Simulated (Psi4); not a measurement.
A dimer, H4Si ··· HF (SMILES [SiH4] and F); the first 5 atoms form monomer A.

```
7

Si     0.0000     0.0000     0.0000
H     -0.1738     1.2230    -0.8158
H     -0.7562     0.1391     1.2650
H      1.4364    -0.1916     0.3023
H     -0.5065    -1.1705    -0.7515
F     -3.4089     0.4519    -0.7186
H     -2.5120     0.3324    -0.5291
```

Question: What interaction energy does SAPT0/jun-cc-pVDZ, frozen core (Psi4) give, and which attractive term is the largest?

Answer: Total 10.62 kJ/mol: electrostatics 11.05, exchange 7.08, induction -4.30, dispersion -3.21. The most attractive term is induction.
